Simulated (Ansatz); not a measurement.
Al₆Cu⁻. Charge -1, multiplicity 1. Geometry PBE-D4/def2-SVPD, basis def2-TZVPD, Ansatz.

```xyz
7

Cu    0.025   -0.421   -1.506
Al   -1.552   -1.819    0.360
Al    0.371    1.943   -0.821
Al   -1.819    0.683   -0.223
Al    0.817   -2.485   -0.280
Al    0.791   -0.183    0.943
Al    1.367    2.282    1.526
```

| run | HOMO (eV) | LUMO (eV) |
| --- | --- | --- |
| A | -1.28 | 0.55 |
| B | -0.78 | -0.06 |
| C | -0.68 | 0.06 |
| D | -2.02 | 1.40 |
| E | -0.81 | 0.05 |
| F | -0.93 | 0.22 |

HSE06 is defined as in plane-wave codes, on full-range PBE exchange. No other spin state of charge -1 was run. Another isomer (singlet) lies 1.42 eV lower at PBE0-D4/def2-TZVPD; other spin states weren't run for this one.

**Question.** The runs used CAM-B3LYP, HSE06, LDA (SPW92), PBE, PBE0, r2SCAN. Estimate which is which.

**Answer.** A PBE0 (25 % exact exchange); B LDA (SPW92) (0 % exact exchange); C PBE (0 % exact exchange); D CAM-B3LYP (range-separated); E r2SCAN (0 % exact exchange); F HSE06 (range-separated). Exact exchange lowers occupied and raises empty levels; among semilocal functionals meta-GGAs tend to open the gap a little, and such runs are hard to tell apart. The gap grows from 0.72 eV (LDA (SPW92)) to 3.42 eV (CAM-B3LYP). The restricted singlet is unstable towards broken spin symmetry in Hartree–Fock (as tested in another run); at PBE0-D4/def2-TZVPD, LDA (SPW92)/def2-TZVPD, PBE-D4/def2-TZVPD, CAM-B3LYP-D4/def2-TZVPD and others this wasn't settled.
